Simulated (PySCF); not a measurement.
## A small calculation by hand: chemical shift, span and skew from a shielding tensor

Be(Br)(SeH) (BeBrHSe), SMILES [Br][Be][SeH]. Atoms are numbered in the order given.

```xyz
4

Be     0.0018     0.0347     0.0000
Br     0.0003     1.9948     0.0000
Se    -0.0426    -1.9976     0.0000
H      1.4311    -2.0360     0.0000
```
Charge 0, spin multiplicity 1.

Geometry: B3LYP-D3(BJ)/def2-TZVP. One conformer was computed; it need not be the lowest.

GIAO shieldings from PBE0/pcSseg-2 in PySCF, non-relativistic, no solvent. The symmetric part of the tensor of Se3 has the principal values 2109.1, 2223.1, 2460.5 ppm. The same nucleus in Me2Se has σ = 1739.2 ppm at this level (PySCF, at its B3LYP-D3(BJ)/def2-TZVP geometry). Without spin–orbit terms, shifts of atoms bonded to Cl or Br come out too high.

**Question.** Work out the isotropic shielding, the ⁷⁷Se shift against Me2Se, the span and the skew.

**Answer.** 
σ(iso) = (σ11 + σ22 + σ33)/3 = 2264.2 ppm. δ = σ(ref) − σ(iso) = 1739.2 − (2264.2) = -525.0 ppm.
Span Ω = σ33 − σ11 = 351.4 ppm. Skew κ = 3(σ(iso) − σ22)/Ω = 0.35. Tumbling in solution averages the tensor to δ; in a static solid the shielding alone would spread this spin-1/2 line over Ω.
